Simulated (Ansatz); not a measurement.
Geometry optimisation, RKS BLYP-D4/def2-SVP (Ansatz).

Input file:

```yaml
crystal:
  periodic: [false, false, false]
  atoms:
    - { symbol: Mo, position_ang: [0.0, 0.0, 0.0] }
    - { symbol: F, position_ang: [0.0, 0.0, 2.12] }
    - { symbol: F, position_ang: [1.77, 0.0, 0.0] }
    - { symbol: F, position_ang: [0.0, 1.77, 0.0] }
    - { symbol: Cl, position_ang: [-2.31, 0.0, 0.0] }
    - { symbol: F, position_ang: [0.0, -1.77, 0.0] }
    - { symbol: F, position_ang: [0.0, 0.0, -1.77] }
    - { symbol: H, position_ang: [-1.383, 1.2152, 0.6117] }
    - { symbol: H, position_ang: [-1.0262, 0.9017, 1.5824] }
basis:
  gaussian: { orbitals: def2-SVP }
hamiltonian:
  xc: blyp
  dispersion: d4
relax:
  f_tol: 0.15
  max_steps: 25
  restrain:
    - { distance: [0, 7], at: 2.84, k: 30.0 }
    - { distance: [8, 1], at: 2.12, k: 30.0 }
    - { distance: [0, 1], at: 1.77, k: 30.0 }
    - { distance: [8, 7], at: 0.66, k: 30.0 }
output:
  orbitals: {}
```

Run as:

```bash
$ ansatz run input.yaml --threads 4 --pin off --max-ram 5120MiB --backend cpu --events-out ev --progress --plain --runs-dir out
```

Question: Where does it end, and by what steps?

Answer: It converged. The restraints hold the end off the free minimum. After 7 steps the energy has fallen by 4.668 eV (the restraints' own energy left out); H8 moved furthest, 0.92 Å. Parted: Mo1–H8, Mo1–H9, Cl5–H8. Joined: H8–H9.

```tsv
step	energy less start (eV)	largest force component (eV/Å)	accepted
0	0.0000	6.134	yes
1	-0.9858	4.254	yes
2	-1.9782	5.577	yes
3	-2.9794	3.885	yes
4	-3.9469	2.765	yes
5	-4.4012	2.313	yes
6	-4.6277	1.957	yes
7	-4.6683	1.726	yes
```

```xyz
9
Properties=species:S:1:pos:R:3
Mo 0.042 -0.144 -0.103
F -0.058 -0.049 1.705
F 1.903 -0.082 0.021
F 0.010 1.708 -0.220
Cl -2.242 -0.321 -0.341
F 0.172 -1.998 -0.017
F 0.241 -0.215 -1.952
H -1.593 1.671 1.382
H -1.424 1.547 2.069
```

Whether the end is a true minimum wasn't checked by a vibrational analysis.

Run time: 8.2 s on 4 threads of AMD EPYC 9R45 96-Core Processor (Zen 5), on a shared host, peak memory 0.21 GiB.
